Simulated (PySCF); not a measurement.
hexafluoroethane (C2F6), singlet, geometry from GFN2-xTB; M06L/6-31G (PySCF).

Input for PySCF:
```python
from pyscf import gto, scf, dft

mol = gto.M(
    atom='''
F     1.404115   -0.282840   -1.021312
C     0.767125   -0.061688    0.122481
F     1.243441    1.055497    0.659089
F     1.026413   -1.068100    0.948818
C    -0.767125    0.061688   -0.122481
F    -1.026413    1.068100   -0.948818
F    -1.243441   -1.055497   -0.659089
F    -1.404115    0.282840    1.021312
''',
    basis='6-31g',
    charge=0,
    spin=0,
    verbose=4,
)

mf = dft.RKS(mol)
mf.xc = 'm06l'
mf.grids.radi_method = dft.radi.delley
mf.kernel()
```

It wrote (shortened):

```
PySCF version 2.14.0

[INPUT] verbose = 4
[INPUT] num. atoms = 8
[INPUT] num. electrons = 66
[INPUT] charge = 0
[INPUT] spin (= nelec alpha-beta = 2S) = 0
[INPUT] symmetry False subgroup None
[INPUT] Mole.unit = angstrom
[INPUT] Symbol           X                Y                Z      unit          X                Y                Z       unit  Magmom
[INPUT]  1 F      1.404115000000  -0.282840000000  -1.021312000000 AA    2.653392797394  -0.534490137072  -1.929999967732 Bohr   0.0
[INPUT]  2 C      0.767125000000  -0.061688000000   0.122481000000 AA    1.449656153307  -0.116573425172   0.231455545463 Bohr   0.0
[INPUT]  3 F      1.243441000000   1.055497000000   0.659089000000 AA    2.349762942055   1.994600255300   1.245497701713 Bohr   0.0
[INPUT]  4 F      1.026413000000  -1.068100000000   0.948818000000 AA    1.939639460693  -2.018416473648   1.793006162058 Bohr   0.0
[INPUT]  5 C     -0.767125000000   0.061688000000  -0.122481000000 AA   -1.449656153307   0.116573425172  -0.231455545463 Bohr   0.0
[INPUT]  6 F     -1.026413000000   1.068100000000  -0.948818000000 AA   -1.939639460693   2.018416473648  -1.793006162058 Bohr   0.0
[INPUT]  7 F     -1.243441000000  -1.055497000000  -0.659089000000 AA   -2.349762942055  -1.994600255300  -1.245497701713 Bohr   0.0
[INPUT]  8 F     -1.404115000000   0.282840000000   1.021312000000 AA   -2.653392797394   0.534490137072   1.929999967732 Bohr   0.0

nuclear repulsion = 461.930271536909
number of shells = 40
number of NR pGTOs = 176
number of NR cGTOs = 72
basis = 6-31g
ecp = {}

******** <class 'pyscf.dft.rks.RKS'> ********
method = RKS
initial guess = minao
damping factor = 0
level_shift factor = 0
DIIS = <class 'pyscf.scf.diis.CDIIS'>
diis_start_cycle = 1
diis_space = 8
diis_damp = 0
SCF conv_tol = 1e-09
SCF conv_tol_grad = None
SCF max_cycles = 50
direct_scf = True
direct_scf_tol = 1e-13
XC library pyscf.dft.libxc version 7.1.2
    S. Lehtola, C. Steigemann, M. J. T. Oliveira, and M. A. L. Marques,  SoftwareX 7, 1–5 (2018)
XC functionals = m06l
    Y. Zhao and D. G. Truhlar,  J. Chem. Phys. 125, 194101 (2006)
    Y. Zhao and D. G. Truhlar,  J. Chem. Phys. 125, 194101 (2006)
    Y. Zhao and D. G. Truhlar,  Theor. Chem. Acc. 120, 215 (2008)
radial grids: B. Delley radial grids. Ref. JCP 104, 9848 (1996); DOI:10.1063/1.471749. log2 algorithm
becke partition: Becke, JCP 88, 2547 (1988); DOI:10.1063/1.454033
pruning grids: <function nwchem_prune>
grids dens level: 3
symmetrized grids: False
atomic radii adjust function: <function treutler_atomic_radii_adjust>
small_rho_cutoff = 0
Set gradient conv threshold to 3.16228e-05
Initial guess from minao.
tot grids = 121080
init E= -676.390543472949
  HOMO = -0.352619910399507  LUMO = 0.096197335235306  gap/eV = 12.21294
cycle= 1 E= -674.699022804567  delta_E= 1.69  |g|= 1.25  |ddm|= 2.94
  HOMO = -0.334388964425012  LUMO = -0.0340246788913849  gap/eV = 8.17333
cycle= 2 E= -673.962081852774  delta_E= 0.737  |g|= 2.44  |ddm|= 2.83
  HOMO = -0.366853210368172  LUMO = 0.0422930687328999  gap/eV = 11.13344
cycle= 3 E= -675.006021562046  delta_E= -1.04  |g|= 0.0521  |ddm|= 1.83
  HOMO = -0.376126344718215  LUMO = 0.0337021525942189  gap/eV = 11.15200
cycle= 4 E= -675.006331866314  delta_E= -0.00031  |g|= 0.02  |ddm|= 0.0466
  HOMO = -0.372569737215383  LUMO = 0.0382154717883761  gap/eV = 11.17803
cycle= 5 E= -675.006431736718  delta_E= -9.99e-05  |g|= 0.000793  |ddm|= 0.0215
  HOMO = -0.372675411145011  LUMO = 0.0381280352570836  gap/eV = 11.17853
cycle= 6 E= -675.006431899495  delta_E= -1.63e-07  |g|= 0.000124  |ddm|= 0.00105
  HOMO = -0.37268450681583  LUMO = 0.038120014271266  gap/eV = 11.17856
cycle= 7 E= -675.006431901713  delta_E= -2.22e-09  |g|= 6.24e-05  |ddm|= 0.000126
  HOMO = -0.372684511546464  LUMO = 0.0381190118243731  gap/eV = 11.17853
cycle= 8 E= -675.006431902333  delta_E= -6.2e-10  |g|= 6.49e-06  |ddm|= 4.56e-05
  HOMO = -0.372684118154222  LUMO = 0.038119211385454  gap/eV = 11.17853
Extra cycle  E= -675.006431902319  delta_E= 1.41e-11  |g|= 1.06e-05  |ddm|= 1.13e-05
converged SCF energy = -675.006431902319
```
